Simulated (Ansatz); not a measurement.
Relaxation of AlCl2H3O2 (8 atoms, charge 0, multiplicity 1), to a largest force component of 0.03 eV/Å in at most 50 steps.

The calculation used Ansatz 0.2.0, RKS PBE/def2-SVP.

```xyz
8
Properties=species:S:1:pos:R:3
Al -0.747 -1.324 0.296
H -1.628 -0.089 0.019
Cl -0.777 -2.970 -1.015
Cl 0.457 -1.407 2.024
H -0.458 1.186 -0.823
O 0.494 1.249 -1.048
O 0.962 1.972 0.138
H 1.697 1.382 0.408
```

**Question.** Where does it end, and by what steps?

**Answer.** The forces met the threshold. After 17 steps the energy has fallen by 0.916 eV; O7 moved furthest, 1.03 Å. Joined: Al1–O6.

```json
{"step": "0", "energy less start (eV)": "0.0000", "largest force component (eV/Å)": "0.509", "accepted": "yes"}
{"step": "1", "energy less start (eV)": "-0.1116", "largest force component (eV/Å)": "1.033", "accepted": "yes"}
{"step": "2", "energy less start (eV)": "-0.2731", "largest force component (eV/Å)": "1.653", "accepted": "yes"}
{"step": "3", "energy less start (eV)": "-0.5260", "largest force component (eV/Å)": "1.188", "accepted": "yes"}
{"step": "4", "energy less start (eV)": "-0.6761", "largest force component (eV/Å)": "0.754", "accepted": "yes"}
{"step": "5", "energy less start (eV)": "-0.8060", "largest force component (eV/Å)": "0.518", "accepted": "yes"}
{"step": "6", "energy less start (eV)": "-0.8034", "largest force component (eV/Å)": "1.073", "accepted": "no"}
{"step": "7", "energy less start (eV)": "-0.8447", "largest force component (eV/Å)": "0.314", "accepted": "yes"}
{"step": "8", "energy less start (eV)": "-0.8622", "largest force component (eV/Å)": "0.275", "accepted": "yes"}
{"step": "9", "energy less start (eV)": "-0.8691", "largest force component (eV/Å)": "0.194", "accepted": "yes"}
{"step": "10", "energy less start (eV)": "-0.8848", "largest force component (eV/Å)": "0.123", "accepted": "yes"}
{"step": "11", "energy less start (eV)": "-0.8808", "largest force component (eV/Å)": "0.820", "accepted": "no"}
{"step": "12", "energy less start (eV)": "-0.8989", "largest force component (eV/Å)": "0.097", "accepted": "yes"}
{"step": "13", "energy less start (eV)": "-0.9085", "largest force component (eV/Å)": "0.193", "accepted": "yes"}
{"step": "14", "energy less start (eV)": "-0.9132", "largest force component (eV/Å)": "0.131", "accepted": "yes"}
{"step": "15", "energy less start (eV)": "-0.9153", "largest force component (eV/Å)": "0.085", "accepted": "yes"}
{"step": "16", "energy less start (eV)": "-0.9163", "largest force component (eV/Å)": "0.031", "accepted": "yes"}
{"step": "17", "energy less start (eV)": "-0.9164", "largest force component (eV/Å)": "0.005", "accepted": "yes"}
```

```xyz
8
Properties=species:S:1:pos:R:3
Al -0.683 -0.863 0.138
H -2.183 -0.338 0.178
Cl -0.131 -2.498 -1.088
Cl 0.520 -0.628 1.935
H -0.472 1.592 -0.598
O 0.071 0.783 -0.741
O 1.414 1.189 -0.365
H 1.464 0.762 0.542
```

The run took 34 s on 2 threads of Arm Neoverse V1, on a shared host, peak memory 0.14 GiB.
